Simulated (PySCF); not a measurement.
# Computed properties of C2H6O2Si, SMILES O[SiH]1COC1

C₂H₆O₂Si, SMILES O[SiH]1COC1. Coordinates come from a PBE0-D3(BJ)/def2-SVP optimisation. The structure was generated by enumeration, and PubChem lists no compound with its InChIKey, so it may never have been made. The values are those of a single conformer. All values are computed for the isolated molecule unless a solvent is named; none is compared with measurement here.

**Structure.** The optimised structure has Cs symmetry. All 27 harmonic modes at PBE0-D3(BJ)/def2-SVP (PySCF) are real, so it is a minimum. With heavy atoms numbered as in [OH:1][SiH:2]1[CH2:3][O:4][CH2:5]1, the shortest bond between them is O4–C5 at 1.436 Å and the longest Si2–C5 at 1.891 Å.

**Vibrations.** The strongest infrared lines (harmonic, unscaled, degenerate partners summed) lie at 2207 cm⁻¹ (166 km/mol, H 97 %), 991 cm⁻¹ (132 km/mol, C 31 %, Si 26 %, O 23 %, H 21 %), 3951 cm⁻¹ (132 km/mol, H 94 %). The softest mode is at 87 cm⁻¹ and the zero-point energy is 51.0 kcal/mol.

**Electronic structure.** CAM-B3LYP/def2-TZVP (PySCF) places the frontier levels at -8.49 and 1.11 eV, a gap of 9.60 eV, and gives a dipole moment of 2.55 D and a mean polarisability of 53.2 bohr³. PBE/def2-TZVP (PySCF) at the same geometry gives -5.58 and -0.59 eV, so its gap is 4.61 eV narrower. An orbital gap is neither the optical nor the fundamental gap.

**Excitations.** TDA-M06-2X/def2-SVPD (PySCF) has S1 at 6.53 eV (190 nm, f = 0.002, weak); the most intense of the 10 singlets computed lies at 8.05 eV (f = 0.16). T1 (TDA) is at 6.20 eV, 0.33 eV under S1. TDA-PBE/def2-SVPD (PySCF) puts S1 at 4.95 eV. No vertical singlet excitation falls in the visible range (under 3.1 eV).

**NMR.** GIAO shifts at HF/pcSseg-1 (PySCF) (non-relativistic, atoms alike by connectivity averaged): ¹³C at 67.7 ppm against TMS; ¹H from 2.7 to 5.2 ppm against TMS; ²⁹Si at -0.8 ppm against TMS.

**Solvation.** SMD-B3LYP/def2-SVP (PySCF) gives -5.6 kcal/mol in water, -3.9 kcal/mol in chlorobenzene, -5.5 kcal/mol in 1-octanol (1 M in both phases, gas-phase geometry).
